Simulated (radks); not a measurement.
Q: Successive ionisation energies (eV) of one element, from differences of total energies of ions in their ground configurations, starting at charge 44: 2330.8, 2391.2, 2451.7, 2512.3, 2778.6, 2841.7, 4746.3, 4885.6, 5026.3, 5168.4, 5312.0, 5457.0, 5603.3, 5751.0, 5900.0, 6050.3, 6656.0, 6790.5, 6925.5, 7060.7, 7196.1, 7331.2. Method: scalar-relativistic Kohn-Sham, PBE, spin-unpolarised, spherical densities, point nucleus; computed with a radial shooting solver on a logarithmic mesh with Libxc functionals. Which element is it?

A: Platinum (Z = 78). The first species listed is Pt44+ in [Ar] 3d10 4s2 4p4, the last Pt65+ in [Ne] 3s2 3p1.
